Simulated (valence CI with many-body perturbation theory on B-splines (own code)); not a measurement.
Results of a calculation; reference values are marked as such.
## Level structure of Nb X

Method: relativistic CI+MBPT: four valence electrons over a frozen Dirac-Fock core [Ar] 3d10, radial functions for each j: 9 s, 9 p, 8 d, 6 f, 3 g, 1 h, with the one-electron correlation potential Σ1 (screened to all orders), the two-electron term Σ2, the three-electron term Σ3, Breit, model QED; selected single and double excitations, second order for the rest (own B-spline code, finite nucleus).

No measured spectrum was set against this ion. As an estimate, levels hold to about 250 cm⁻¹ or 0.2 % of their energy and the worst to 1 %, as in measured heavy ions of charge 2 to 7; those with d or f electrons hold less well.

Levels 1 to 31 of 31, with energies above the lowest level, 4s²4p² ³P_0. "Leading %" is the weight of the configuration and term that name the level; weights of strongly mixed levels are sums over their largest components and can fall short. In the jj column 3d3/2^4 stands for four electrons in 3d with j = 3/2.

| No. | Configuration | Term | J | E (cm⁻¹) | Leading % | Second component | Leading jj | g |
| --- | --- | --- | --- | --- | --- | --- | --- | --- |
| 1 | 4s²4p² | ³P | 0 | 0 | 89 | 9 % 4s²4p² ¹S | 4s^2 4p1/2^2 (88 %) |  |
| 2 | 4s²4p² | ³P | 1 | 14234 | 98 |  | 4s^2 4p1/2 4p3/2 (98 %) | 1.501 |
| 3 | 4s²4p² | ³P | 2 | 22835 | 71 | 27 % 4s²4p² ¹D | 4s^2 4p1/2 4p3/2 (82 %) | 1.364 |
| 4 | 4s²4p² | ¹D | 2 | 46828 | 71 | 27 % 4s²4p² ³P | 4s^2 4p3/2^2 (82 %) | 1.136 |
| 5 | 4s²4p² | ¹S | 0 | 75437 | 88 | 9 % 4s²4p² ³P | 4s^2 4p3/2^2 (87 %) |  |
| 6 | 4s4p³ | ⁵S° | 2 | 181700 | 95 |  | 4s 4p1/2 4p3/2^2 (48 %) | 1.979 |
| 7 | 4s4p³ | ³D° | 1 | 228680 | 81 | 9 % 4s4p³ ³P° | 4s 4p1/2^2 4p3/2 (49 %) | 0.610 |
| 8 | 4s4p³ | ³D° | 2 | 229310 | 78 | 12 % 4s4p³ ³P° | 4s 4p1/2 4p3/2^2 (59 %) | 1.221 |
| 9 | 4s4p³ | ³D° | 3 | 234870 | 92 | 6 % 4s²4p4d ³D° | 4s 4p1/2 4p3/2^2 (92 %) | 1.333 |
| 10 | 4s4p³ | ³P° | 0 | 259200 | 93 | 5 % 4s²4p4d ³P° | 4s 4p1/2 4p3/2^2 (93 %) |  |
| 11 | 4s4p³ | ³P° | 1 | 261140 | 82 | 9 % 4s4p³ ³D° | 4s 4p1/2 4p3/2^2 (67 %) | 1.411 |
| 12 | 4s4p³ | ³P° | 2 | 263500 | 66 | 13 % 4s4p³ ³D° | 4s 4p3/2^3 (48 %) | 1.406 |
| 13 | 4s4p³ | ¹D° | 2 | 291770 | 65 | 20 % 4s²4p4d ¹D° | 4s 4p1/2 4p3/2^2 (45 %) | 1.060 |
| 14 | 4s4p³ | ³S° | 1 | 308460 | 66 | 27 % 4s4p³ ¹P° | 4s 4p1/2 4p3/2^2 (60 %) | 1.689 |
| 15 | 4s4p³ | ¹P° | 1 | 334310 | 62 | 28 % 4s4p³ ³S° | 4s 4p3/2^3 (62 %) | 1.289 |
| 16 | 4s²4p4d | ³F° | 2 | 349680 | 93 |  | 4s^2 4p1/2 4d3/2 (83 %) | 0.682 |
| 17 | 4s²4p4d | ³F° | 3 | 358630 | 94 |  | 4s^2 4p1/2 4d5/2 (59 %) | 1.087 |
| 18 | 4s²4p4d | ³F° | 4 | 372370 | 97 |  | 4s^2 4p3/2 4d5/2 (97 %) | 1.250 |
| 19 | 4s²4p4d | ³P° | 2 | 381200 | 38 | 35 % 4s²4p4d ¹D° | 4s^2 4p1/2 4d5/2 (72 %) | 1.218 |
| 20 | 4s²4p4d | ³D° | 1 | 389900 | 49 | 38 % 4s²4p4d ³P° | 4s^2 4p1/2 4d3/2 (76 %) | 0.934 |
| 21 | 4s²4p4d | ¹D° | 2 | 396900 | 36 | 24 % 4s²4p4d ³P° | 4s^2 4p3/2 4d5/2 (40 %) | 1.165 |
| 22 | 4s²4p4d | ³P° | 0 | 401880 | 92 | 5 % 4s4p³ ³P° | 4s^2 4p3/2 4d3/2 (92 %) |  |
| 23 | 4s²4p4d | ³P° | 1 | 405060 | 53 | 37 % 4s²4p4d ³D° | 4s^2 4p3/2 4d3/2 (82 %) | 1.081 |
| 24 | 4s²4p4d | ³D° | 3 | 407020 | 85 | 6 % 4s4p³ ³D° | 4s^2 4p3/2 4d5/2 (50 %) | 1.315 |
| 25 | 4s²4p4d | ³D° | 2 | 408000 | 59 | 29 % 4s²4p4d ³P° | 4s^2 4p3/2 4d3/2 (46 %) | 1.269 |
| 26 | 4s²4p4d | ¹F° | 3 | 436870 | 92 |  | 4s^2 4p3/2 4d5/2 (42 %) | 1.013 |
| 27 | 4s²4p4d | ¹P° | 1 | 443500 | 85 | 5 % 4s4p³ ¹P° | 4s^2 4p3/2 4d5/2 (70 %) | 0.984 |
| 28 | 4p⁴ | ³P | 2 | 470410 | 61 | 16 % 4s4p²4d ³P | 4p1/2^2 4p3/2^2 (74 %) | 1.400 |
| 29 | 4p⁴ | ³P | 0 | 488390 | 65 | 18 % 4s4p²4d ³P | 4p1/2^2 4p3/2^2 (54 %) |  |
| 30 | 4p⁴ | ³P | 1 | 489000 | 74 | 22 % 4s4p²4d ³P | 4p1/2 4p3/2^3 (74 %) | 1.499 |
| 31 | 4p⁴ | ¹D | 2 | 495580 | 60 | 16 % 4s4p²4d ¹D | 4p1/2 4p3/2^3 (73 %) | 1.099 |

Names give the largest LS component (configuration and term), which can be under half, so a name can repeat, a term be missing and a line seem to break the LS rules; names also repeat where a configuration has a term twice.

The ionisation energy to 4s²4p ²P°1/2 of the next ion comes out as 180.39 eV (NIST: 180 ± 2.2 eV (theoretical)). All 31 levels together are meant to be complete up to 515400 cm⁻¹.
